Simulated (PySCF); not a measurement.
**Deuteron quadrupole couplings in `C=C(C)C(=C)C(C)(C)C`**

Species: C₉H₁₆.
Structure used (PBE0-D3(BJ)/def2-SVP), in Å, numbered top down from 1:
```
atom  x, y, z in Å
C1    -1.477   -0.516    1.971
C2    -1.266   -0.208    0.685
C3    -2.204    0.677   -0.085
C4    -0.117   -0.783   -0.088
C5    -0.342   -1.861   -0.849
C6     1.246   -0.096    0.030
C7     2.242   -0.637   -0.995
C8     1.094    1.416   -0.182
C9     1.811   -0.339    1.438
H10   -2.331   -0.105    2.517
H11   -0.818   -1.199    2.512
H12   -2.659    0.112   -0.916
H13   -3.009    1.068    0.554
H14   -1.676    1.527   -0.543
H15   -1.334   -2.321   -0.880
H16    0.435   -2.326   -1.458
H17    2.442   -1.709   -0.844
H18    1.879   -0.496   -2.024
H19    3.202   -0.107   -0.898
H20    0.702    1.642   -1.186
H21    0.419    1.862    0.563
H22    2.073    1.911   -0.083
H23    2.801    0.136    1.534
H24    1.927   -1.415    1.636
H25    1.158    0.086    2.213
```

Level: PBE0/pcSseg-1 (PySCF, non-relativistic); Q(2H) = 0.00286 b; rigid geometry, the same for H and D, with no vibrational averaging.

**Question.** Give the electric field gradient Vzz (the principal value of largest size), its asymmetry and the 2H coupling at each hydrogen.

**Answer.** 
| atom | bonded to | bond length (Å) | Vzz (au) | η | χzz (kHz) |
| --- | --- | --- | --- | --- | --- |
| H10 | C1 | 1.094 | 0.3062 | 0.07 | 206 |
| H11 | C1 | 1.092 | 0.3079 | 0.06 | 207 |
| H12 | C3 | 1.103 | 0.2885 | 0.03 | 194 |
| H13 | C3 | 1.100 | 0.2933 | 0.03 | 197 |
| H14 | C3 | 1.101 | 0.2904 | 0.03 | 195 |
| H15 | C5 | 1.094 | 0.3060 | 0.06 | 206 |
| H16 | C5 | 1.092 | 0.3092 | 0.06 | 208 |
| H17 | C7 | 1.100 | 0.2921 | 0.01 | 196 |
| H18 | C7 | 1.101 | 0.2916 | 0.01 | 196 |
| H19 | C7 | 1.101 | 0.2921 | 0.02 | 196 |
| H20 | C8 | 1.101 | 0.2913 | 0.01 | 196 |
| H21 | C8 | 1.100 | 0.2904 | 0.01 | 195 |
| H22 | C8 | 1.101 | 0.2915 | 0.02 | 196 |
| H23 | C9 | 1.102 | 0.2912 | 0.02 | 196 |
| H24 | C9 | 1.101 | 0.2917 | 0.02 | 196 |
| H25 | C9 | 1.099 | 0.2914 | 0.01 | 196 |

**Question.** How does χzz go with the bond length over the 16 C–H bonds?

**Answer.** A straight-line fit has a slope of -13.2 kHz for each 0.01 Å, with a correlation coefficient of -0.98, over lengths from 1.092 to 1.103 Å. The longer bonds have the smaller couplings here.

The structure is a single PBE0-D3(BJ)/def2-SVP conformer in the gas phase; no vibrational or solvent corrections. The small basis limits the accuracy of the gradients.

The run behind these numbers computed NMR shieldings as well. Hardware: one thread of an x86-64 server, no GPU (shared host). Cost: 42 s wall (with the writing of density and orbital grids).
